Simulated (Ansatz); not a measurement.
A nudged elastic band was laid between two geometries of C2H11GeNSi (16 atoms, charge 0, multiplicity 1).

Computed with Ansatz, RHF/def2-SVP.

```json
{
  "movable images": "7",
  "climbing image": "yes",
  "spring": "5.0 eV/Å²",
  "optimiser": "quadratic models (default)",
  "start path": "through a guess of the saddle point",
  "force threshold": "0.05 eV/Å",
  "iteration limit": "60",
  "end points": "relaxed"
}
```

First end point:

```xyz
16
Properties=species:S:1:pos:R:3
C 0.149 -2.252 1.020
Ge 1.304 -1.257 -0.214
C 0.328 0.278 -0.991
N -0.022 1.257 0.027
Si -1.421 2.269 -0.022
H 0.708 -3.036 1.531
H -0.678 -2.716 0.480
H -0.265 -1.576 1.769
H 1.812 -2.176 -1.341
H 2.527 -0.704 0.548
H -0.589 -0.115 -1.439
H 0.904 0.712 -1.818
H 0.761 1.585 0.560
H -2.639 1.432 -0.149
H -1.458 3.042 1.241
H -1.445 3.233 -1.157
```

Last end point:

```xyz
16
Properties=species:S:1:pos:R:3
C -0.335 -2.134 0.697
Ge 1.073 -0.873 0.202
C 0.473 0.530 -1.085
N 0.087 1.822 -0.479
Si -1.616 2.022 0.660
H 0.078 -2.920 1.332
H -0.752 -2.601 -0.197
H -1.135 -1.629 1.234
H 2.199 -1.626 -0.533
H 1.687 -0.163 1.419
H -0.386 0.158 -1.641
H 1.282 0.691 -1.802
H -0.026 2.513 -1.204
H -1.124 0.941 1.608
H 0.833 2.175 0.101
H -2.359 1.071 -0.266
```

Problem. Which bonds break or form, and what moves?

Solution. Bonds broken: Si5–H15. Bonds formed: N4–H15.

Problem. What energy profile does the band end with?

Solution. The forces met the threshold. The highest image is number 5 of 0 to 8, 89.3 kcal/mol above the first end and 53.4 kcal/mol above the last; the last end lies 35.8 kcal/mol above the first. Neighbouring images differ by up to 3.0 eV, so the band resolves the path poorly. A vibrational analysis at the climbing image gives one clearly imaginary mode, 2039i cm⁻¹: a first-order saddle point. The orbitals stay closed-shell, which can raise the energy where a bond breaks towards radicals; this wasn't checked here.

| image | path coordinate (Å) | energy (kcal/mol) | Si5–H15 (Å) | N4–H15 (Å) |
| --- | --- | --- | --- | --- |
| 0 | 0.00 | 0.0 | 1.48 | 2.59 |
| 1 | 0.83 | 0.2 | 1.48 | 2.59 |
| 2 | 1.66 | 0.8 | 1.48 | 2.59 |
| 3 | 2.49 | 2.1 | 1.48 | 2.61 |
| 4 | 3.32 | 19.8 | 1.47 | 2.19 |
| 5 | 4.15 | 89.3 | 1.61 | 1.38 |
| 6 | 5.68 | 37.2 | 2.56 | 1.01 |
| 7 | 7.22 | 36.6 | 2.54 | 1.01 |
| 8 | 8.76 | 35.8 | 2.52 | 1.01 |

Problem. What is the geometry of the highest image?

Solution. 
```xyz
16
Properties=species:S:1:pos:R:3:forces:R:3
C -0.118 -1.939 1.020 0.00 0.00 0.00
Ge 1.266 -1.115 -0.097 0.00 0.00 0.00
C 0.586 0.459 -1.091 0.00 0.00 0.00
N 0.070 1.521 -0.218 0.00 0.00 0.00
Si -1.710 1.826 0.317 0.00 0.01 0.00
H 0.294 -2.796 1.555 0.00 0.00 0.00
H -0.954 -2.284 0.409 0.00 0.00 0.00
H -0.501 -1.230 1.755 0.00 0.00 0.00
H 1.796 -2.134 -1.124 0.00 0.00 0.00
H 2.441 -0.647 0.782 0.00 0.00 0.00
H -0.190 0.146 -1.794 0.00 0.00 0.00
H 1.413 0.850 -1.689 0.00 0.00 0.00
H 0.595 2.375 -0.282 0.00 0.00 0.00
H -2.332 0.511 0.009 0.00 0.00 0.00
H -0.321 1.632 1.103 0.00 0.00 0.00
H -2.355 2.802 -0.612 0.00 0.00 0.00
```

The run took 9 min on 2 threads of Arm Neoverse V1, with other jobs on the host, peak memory 0.45 GiB.
